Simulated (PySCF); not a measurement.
C₄H₂BrCl, SMILES C#C/C=C(/Cl)Br. The structure is a stationary point at PBE-D3(BJ)/def2-SVP. The structure was generated by enumeration; whether it is a known compound was not checked.

The numbers are results of PySCF with PBE-D3(BJ)/def2-SVP, not measurements.

Harmonic wavenumbers (cm⁻¹): 103, 136, 232, 288, 407, 439, 476, 570, 608, 659, 790, 882, 1030, 1211, 1586, 2146, 3091, 3407. Rotational constants (GHz): 2.141, 1.464, 0.8694; symmetry number 1.

Work out the zero-point energy and the ideal-gas rigid-rotor harmonic-oscillator thermochemistry at 298.15 K and 1 atm.

ZPE = ½ Σ hcν = ½ × 18060 cm⁻¹ = 108.03 kJ/mol. H − E(el) = 127.97 kJ/mol. Entropy in J/(mol K): translation 172.46, rotation 122.00, vibration 58.12, total 352.57. G − E(el) = 22.85 kJ/mol. Cp = 101.52 J/(mol K). Modes under 150 cm⁻¹ make the vibrational entropy uncertain.
